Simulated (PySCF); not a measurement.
C₄H₅FO, SMILES F[C@@H]1C(=O)CC1.

Geometry: ωB97X-D3(BJ)/def2-SVP. The structure was generated by enumeration; whether it is a known compound was not checked.

Two levels are set side by side: TDA-PBE/def2-SVPD (PySCF) and TDA-M06-2X/def2-SVPD (PySCF). Vertical, same geometry. The lowest singlet is HOMO→LUMO 100 % with PBE and HOMO→LUMO 89 % with the other functional; states are paired by order. Differences are taken from unrounded values.

```json
[
 {"quantity": "lowest singlet excitation (eV)", "TDA-M06-2X": "3.94", "TDA-PBE": "3.87", "TDA-PBE minus TDA-M06-2X": "-0.07"},
 {"quantity": "lowest triplet excitation (TDA) (eV)", "TDA-M06-2X": "3.49", "TDA-PBE": "3.30", "TDA-PBE minus TDA-M06-2X": "-0.19"}
]
```

Rough cost on one machine, each run with all the roots and properties that it gave: TDA-M06-2X against TDA-PBE about 7 times.
